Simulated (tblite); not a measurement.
Species: C₇H₉O₂ (charge -1).
Atom-mapped SMILES: `[CH3:1][C@@H:2]1[CH2:3][CH2:4][C:5](=[O:6])[CH:7]=[C:8]1[O-:9]` (hydrogens: H10, H11, H12 on C1; H13 on C2; H14, H15 on C3; H16, H17 on C4; H18 on C7)
Bond orders are those of one Lewis drawing.

Computed with GFN2-xTB (tblite), gas phase: Langevin dynamics at 600 K from the optimised GFN2-xTB geometry, time step 0.5 fs, friction 0.01 fs⁻¹, 2000 steps. The instantaneous temperature is 2·E(kin)/(3Nk) with all 3N coordinates.

```json
{"t (fs)": "0", "T (K)": "509", "E(pot) above start (eV)": "0.000", "C1–C2 (Å)": "1.526", "C2–C3 (Å)": "1.522", "C3–C4 (Å)": "1.519", "C4–C5 (Å)": "1.536", "C5=O6 (Å)": "1.246", "C1–H10 (Å)": "1.091"}
{"t (fs)": "50", "T (K)": "386", "E(pot) above start (eV)": "0.655", "C1–C2 (Å)": "1.559", "C2–C3 (Å)": "1.509", "C3–C4 (Å)": "1.533", "C4–C5 (Å)": "1.596", "C5=O6 (Å)": "1.211", "C1–H10 (Å)": "1.097"}
{"t (fs)": "100", "T (K)": "392", "E(pot) above start (eV)": "0.708", "C1–C2 (Å)": "1.546", "C2–C3 (Å)": "1.525", "C3–C4 (Å)": "1.541", "C4–C5 (Å)": "1.515", "C5=O6 (Å)": "1.222", "C1–H10 (Å)": "1.065"}
{"t (fs)": "150", "T (K)": "374", "E(pot) above start (eV)": "1.578", "C1–C2 (Å)": "1.581", "C2–C3 (Å)": "1.459", "C3–C4 (Å)": "1.495", "C4–C5 (Å)": "1.473", "C5=O6 (Å)": "1.202", "C1–H10 (Å)": "1.123"}
{"t (fs)": "200", "T (K)": "655", "E(pot) above start (eV)": "1.075", "C1–C2 (Å)": "1.516", "C2–C3 (Å)": "1.539", "C3–C4 (Å)": "1.521", "C4–C5 (Å)": "1.523", "C5=O6 (Å)": "1.305", "C1–H10 (Å)": "1.082"}
{"t (fs)": "250", "T (K)": "508", "E(pot) above start (eV)": "1.494", "C1–C2 (Å)": "1.631", "C2–C3 (Å)": "1.539", "C3–C4 (Å)": "1.602", "C4–C5 (Å)": "1.548", "C5=O6 (Å)": "1.227", "C1–H10 (Å)": "1.070"}
{"t (fs)": "300", "T (K)": "838", "E(pot) above start (eV)": "1.021", "C1–C2 (Å)": "1.584", "C2–C3 (Å)": "1.481", "C3–C4 (Å)": "1.549", "C4–C5 (Å)": "1.464", "C5=O6 (Å)": "1.250", "C1–H10 (Å)": "1.104"}
{"t (fs)": "350", "T (K)": "632", "E(pot) above start (eV)": "1.125", "C1–C2 (Å)": "1.489", "C2–C3 (Å)": "1.535", "C3–C4 (Å)": "1.529", "C4–C5 (Å)": "1.508", "C5=O6 (Å)": "1.267", "C1–H10 (Å)": "1.030"}
{"t (fs)": "400", "T (K)": "554", "E(pot) above start (eV)": "1.362", "C1–C2 (Å)": "1.607", "C2–C3 (Å)": "1.475", "C3–C4 (Å)": "1.586", "C4–C5 (Å)": "1.489", "C5=O6 (Å)": "1.250", "C1–H10 (Å)": "1.131"}
{"t (fs)": "450", "T (K)": "524", "E(pot) above start (eV)": "1.276", "C1–C2 (Å)": "1.478", "C2–C3 (Å)": "1.447", "C3–C4 (Å)": "1.504", "C4–C5 (Å)": "1.523", "C5=O6 (Å)": "1.265", "C1–H10 (Å)": "1.072"}
{"t (fs)": "500", "T (K)": "467", "E(pot) above start (eV)": "1.363", "C1–C2 (Å)": "1.646", "C2–C3 (Å)": "1.548", "C3–C4 (Å)": "1.630", "C4–C5 (Å)": "1.562", "C5=O6 (Å)": "1.196", "C1–H10 (Å)": "1.118"}
{"t (fs)": "550", "T (K)": "728", "E(pot) above start (eV)": "1.022", "C1–C2 (Å)": "1.547", "C2–C3 (Å)": "1.595", "C3–C4 (Å)": "1.485", "C4–C5 (Å)": "1.548", "C5=O6 (Å)": "1.247", "C1–H10 (Å)": "1.085"}
{"t (fs)": "600", "T (K)": "684", "E(pot) above start (eV)": "1.065", "C1–C2 (Å)": "1.525", "C2–C3 (Å)": "1.491", "C3–C4 (Å)": "1.507", "C4–C5 (Å)": "1.523", "C5=O6 (Å)": "1.226", "C1–H10 (Å)": "1.125"}
{"t (fs)": "650", "T (K)": "496", "E(pot) above start (eV)": "1.306", "C1–C2 (Å)": "1.563", "C2–C3 (Å)": "1.475", "C3–C4 (Å)": "1.587", "C4–C5 (Å)": "1.554", "C5=O6 (Å)": "1.240", "C1–H10 (Å)": "1.091"}
{"t (fs)": "700", "T (K)": "716", "E(pot) above start (eV)": "1.152", "C1–C2 (Å)": "1.547", "C2–C3 (Å)": "1.545", "C3–C4 (Å)": "1.466", "C4–C5 (Å)": "1.476", "C5=O6 (Å)": "1.270", "C1–H10 (Å)": "1.090"}
{"t (fs)": "750", "T (K)": "531", "E(pot) above start (eV)": "1.223", "C1–C2 (Å)": "1.531", "C2–C3 (Å)": "1.523", "C3–C4 (Å)": "1.558", "C4–C5 (Å)": "1.508", "C5=O6 (Å)": "1.228", "C1–H10 (Å)": "1.098"}
{"t (fs)": "800", "T (K)": "634", "E(pot) above start (eV)": "0.992", "C1–C2 (Å)": "1.562", "C2–C3 (Å)": "1.557", "C3–C4 (Å)": "1.561", "C4–C5 (Å)": "1.579", "C5=O6 (Å)": "1.275", "C1–H10 (Å)": "1.048"}
{"t (fs)": "850", "T (K)": "604", "E(pot) above start (eV)": "1.154", "C1–C2 (Å)": "1.687", "C2–C3 (Å)": "1.535", "C3–C4 (Å)": "1.451", "C4–C5 (Å)": "1.585", "C5=O6 (Å)": "1.198", "C1–H10 (Å)": "1.072"}
{"t (fs)": "900", "T (K)": "417", "E(pot) above start (eV)": "1.367", "C1–C2 (Å)": "1.473", "C2–C3 (Å)": "1.608", "C3–C4 (Å)": "1.569", "C4–C5 (Å)": "1.542", "C5=O6 (Å)": "1.248", "C1–H10 (Å)": "1.116"}
{"t (fs)": "950", "T (K)": "597", "E(pot) above start (eV)": "1.089", "C1–C2 (Å)": "1.546", "C2–C3 (Å)": "1.500", "C3–C4 (Å)": "1.527", "C4–C5 (Å)": "1.539", "C5=O6 (Å)": "1.179", "C1–H10 (Å)": "1.075"}
{"t (fs)": "1000", "T (K)": "526", "E(pot) above start (eV)": "1.248", "C1–C2 (Å)": "1.550", "C2–C3 (Å)": "1.480", "C3–C4 (Å)": "1.657", "C4–C5 (Å)": "1.508", "C5=O6 (Å)": "1.273", "C1–H10 (Å)": "1.085"}
```

Problem. From 500 fs on, how do temperature and potential energy compare with equipartition?

Solution. The mean temperature of these 11 frames is 582 K against the target 600 K, and the mean potential energy 1.18 eV against 48 × kT/2 = 1.24 eV for 48 classical harmonic modes. For 18 atoms in a canonical ensemble the temperature itself scatters by T·√(2/(3N)) = 115 K; here its standard deviation is 98 K. The whole run lasts only 10 friction times of 100 fs, so these averages carry a wide statistical error.

Problem. What are the kinetic and total energies of the listed frame with the highest potential energy?

Solution. The one at 150 fs, 1.578 eV above the start. Its kinetic energy is 3NkT/2 = 0.870 eV at 374 K, so the sum is 2.45 eV; over the listed frames the sum runs from 1.18 to 2.97 eV, since the thermostat adds and removes energy.

Problem. How much do the listed bonds fluctuate from 500 fs on?

Solution. 
| bond | at the start (Å) | mean (Å) | standard deviation (Å) |
| --- | --- | --- | --- |
| C1–C2 | 1.526 | 1.562 | 0.055 |
| C2–C3 | 1.522 | 1.532 | 0.042 |
| C3–C4 | 1.519 | 1.546 | 0.062 |
| C4–C5 | 1.536 | 1.539 | 0.031 |
| C5=O6 | 1.246 | 1.234 | 0.031 |
| C1–H10 | 1.091 | 1.091 | 0.021 |

The motion is classical and holds no zero-point motion.

What follows is the cost of the whole dynamics run. On one thread, Arm Neoverse V2 (aarch64), no GPU, shared host with 96 logical CPUs at a one-minute load of 32, this took 11 s wall and 0.18 GiB of memory at its peak.
